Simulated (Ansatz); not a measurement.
System: ZrO₂, charge 0, singlet. ZrO2 (SMILES [O]=[Zr]=[O]).
B3LYP-D3(BJ)/def2-TZVP minimum from Ansatz (an electronic-structure program):
```xyz
3

Zr    -0.1854     0.1286    -0.1941
O      1.5626    -0.0948    -0.4148
O     -0.6354    -0.5480     1.3852
```

Total energies in hartree (Ansatz). Open shells are spin-unrestricted; no spin-orbit coupling. Correlated methods leave the cores frozen (noble-gas shells, and filled d and f shells in the p block). Past Kr the def2 sets carry scalar-relativistic core potentials. The T1 diagnostic of O2Zr ([O]=[Zr]=[O], singlet) reaches 0.037 in the sets run.

| species | HF/def2-TZVPP | CCSD(T)/def2-TZVPP | HF/def2-QZVPP | CCSD(T)/def2-QZVPP | CCSDT(Q)/def2-TZVPP |
|---|---|---|---|---|---|
| 1: ZrO2 (SMILES [O]=[Zr]=[O]) | -196.33180 | -196.96631 | -196.34188 | -197.01598 | -196.96817 |
| 2: Zr (triplet) | -46.44455 | -46.50457 | -46.44570 | -46.50722 | -46.50583 |
| 3: O (triplet) | -74.81563 | -74.97674 | -74.81863 | -74.99407 | -74.97712 |

Problem. Work out the atomisation energy (electronic, to ground-state atoms) in kcal/mol: take Hartree-Fock from def2-QZVPP, extrapolate the CCSD(T) correlation energy as X^-3 (X = 3, 4), and add CCSDT(Q) - CCSD(T) in def2-TZVPP. 1 hartree = 627.51 kcal/mol.

Solution. 
Species 1: correlation (64·(-0.67410) - 27·(-0.63451))/37 = -0.70299; step -0.00186; E1 = -196.34188 + (-0.70299) + (-0.00186) = -197.04673
Species 2: correlation (64·(-0.06152) - 27·(-0.06002))/37 = -0.06261; step -0.00126; E2 = -46.44570 + (-0.06261) + (-0.00126) = -46.50957
Species 3: correlation (64·(-0.17544) - 27·(-0.16111))/37 = -0.18590; step -0.00038; E3 = -74.81863 + (-0.18590) + (-0.00038) = -75.00491
-1·E1 +1·E2 +2·E3 = 0.52734 hartree = 330.9 kcal/mol.
